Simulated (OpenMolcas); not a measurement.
An atom or ion with 76 electrons was computed by XMS-CASPT2, IPEA 0.25 Eh, imaginary shift 0.1 Eh with spin-orbit coupling (OpenMolcas, ANO-RCC-VTZP, DKH2). The lowest levels that the run gave, each within 12 % of the measured value where one is at hand:

```tsv
J	Parity	E (cm⁻¹)	g
4	even	0.0	1.239
2	even	7030	1.104
3	even	12480	1.084
2	even	18790	1.097
0	even	18960	
1	even	22590	1.501
4	even	26550	1.012
2	even	31480	0.966
0	even	56990
```

Which ion is it, and what are the configurations and terms?

Au IV (Z = 79, charge +3; active space 8 electrons in 10 orbitals (5d 6d)). J, parity and g give the terms where levels are pure, and mixed ones are named by the computed weights; the size of the splittings, set against known spectra of the 76-electron sequence, gives the charge. In order, with the measured energies in cm⁻¹ (Zainab et al., Astrophys. J. Suppl. Ser. 267, 12 (2023)): 5d⁸ ³F₄, 5d⁸ ¹D₂ [48 %], 5d⁸ ³F₃ (12294), 5d⁸ ³P₂ [51 %], 5d⁸ ³P₀ (18185), 5d⁸ ³P₁ (21490), 5d⁸ ¹G₄ (25702), 5d⁸ ¹D₂ [50 %], 5d⁸ ¹S₀ (55278).

CASPT2 breaks the degeneracy within a term, and the mean is taken; among the terms shown or strongly mixed into the levels shown the widest spread is 600 cm-1 (5d⁸ ¹G). Active for correlation alone: 6d; no level in the range computed is led by a configuration that fills it, so any true level of that kind is missing. Computed and measured levels are paired by configuration, term and J; levels that our copy of the source lacks, or whose pairing is in doubt (as where it misses far off the trend of its configuration), stay unpaired and out of the deviations. Only configurations of the active space appear.

A share in square brackets marks a mixed level and gives the weight of the term that names it.
